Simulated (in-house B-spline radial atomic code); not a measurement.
Values are calculated unless marked as measured or tabulated.
# B in an electron gas of r_s = 2.4: phase shifts, screening, friction and resistivity

A nucleus sits in a uniform electron gas with a rigid positive background. The Kohn-Sham equations are solved self-consistently in the spin-unpolarised LDA (PW92), non-relativistic, on B-splines with outgoing waves at the boundary and partial waves to l = 8. The model has no lattice, no bands and no magnetic solution. Atomic units; δ_l are the phase shifts at the Fermi level, counted so that each bound state adds π, and good to about 0.0005.

The density parameter is r_s = 2.4 bohr, near that of the valence electrons of In (3 per atom, density 7.31 g/cm³, mass 114.82 u, which gives r_s = 2.41).

```csv
l,δ_l (rad)
0,4.0390
1,1.2114
2,0.0278
3,0.0048
4,0.0010
5,0.0002
6,0.0001
7,0.0001
8,0.0001
```

Bound levels below the band bottom (hartree): s -5.992, s -0.01303.

(1) Check the Friedel sum rule, and say where the screening charge sits.

(2) Find the transport cross section and the electronic stopping of a 5 keV B ion (mass 10.81 u).

(3) What residual resistivity would 1 atomic per cent of such centres give in In?

(4) On a substitutional site the background of one host ion, a sphere holding 3 charges, is taken out. The phase shifts for l = 0 to 4 become 3.7887, 0.3223, -0.2084, -0.0622, -0.0124. What follows?

Results:

(1) k_F = (9π/4)^(1/3)/r_s = 0.79965. The rule is Z = (2/π) Σ (2l + 1) δ_l. The terms are s 2.571, p 2.314, d 0.088, f 0.021 and 0.010 beyond, in all 5.005 against Z = 5. Bound states hold 4 s, 0 p, 0 d electrons, so the scattering states carry 1.00 in all; where a term is smaller than its bound count, the bound level has drawn weight out of the band.

(2) σ_tr = (4π/k_F²) Σ (l + 1) sin²(δ_l − δ_(l+1)). The terms for l = 0 to 3 are 0.0954, 1.7148, 0.0016, 0.0001, all together 1.8119, so σ_tr = 19.652 × 1.8119 = 35.608 bohr². With n = 3/(4π r_s³) = 0.01727, the friction coefficient is Q = n k_F σ_tr = 0.4917. For v well below v_F = 0.800, dE/dx = Q v; with 24801 eV per u at v = 1, v = √(5000/(24801 × 10.81)) = 0.1366, so dE/dx = 0.06715 hartree/bohr = 34.5 eV/nm. The largest term couples the p and d waves.

(3) Δρ = k_F n_i σ_tr/n in atomic units of 21.74 μΩ·cm. With one host atom per 3 electrons, n_i/n = 0.01/3, so Δρ = 0.7996 × 0.00333 × 35.608 × 21.74 = 2.06 μΩ·cm. This is an atom added to the gas, as on an interstitial site.

(4) The Friedel sum is now 2.00, for Z − 3 = 2. The sum in σ_tr is 0.6883, so σ_tr = 13.53 bohr² and Δρ = 0.78 μΩ·cm per atomic per cent, 0.38 times the value above. A real host ion scatters too, so this model doesn't give zero even for the host's own atom.
